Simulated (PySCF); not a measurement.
Correlation energy of Cl²⁺ (chlorine, charge +2)

[Ne] 3s1 3p3 4s1, high-spin 6S determinant (an excited configuration). All numbers are calculated (PySCF 2.14, the spin-free X2C one-electron Hamiltonian (Gaussian nucleus), in aug-cc-pCVTZ-DK). Frozen: 1s2; 13 electrons correlated.

```tsv
level	correlation energy (mhartree)
CCSD	-343.26
(T)	-2.25
CCSD(T)	-345.51
```

Diagnostics: T1 = 0.0043, D1 = 0.0212, largest double amplitude 0.045.

The outer electron is Rydberg-like, and this basis confines it to a smaller radius and binds it less than a complete one would.

Cost of the coupled-cluster step: of the order of 28 core-seconds, for 13 correlated electrons.
